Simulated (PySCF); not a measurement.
SnF4, SMILES [F][Sn]([F])([F])[F].

Coordinates come from a PBE0-D3(BJ)/def2-SVP optimisation. The isomer is the one that the SMILES or the coordinates give; other isomers of the formula were not compared. The def2 effective core potentials stand for the cores of Sn; spin–orbit coupling is left out.

Calculation: PBE0/def2-TZVP (PySCF).

- total energy: -613.59472 hartree
- point group: Td
- highest occupied level: -12.39 eV
- lowest empty level: -3.94 eV
- orbital gap: 8.45 eV
- dipole moment: 0.00 D
- quadrupole, principal values (traceless, Buckingham form, about the centre of nuclear charge): 0.00, 0.00, 0.00 D·Å
- mean static polarisability: 30.6 bohr³ (4.53 Å³)
- polarisability, principal values: 30.6, 30.6, 30.6 bohr³
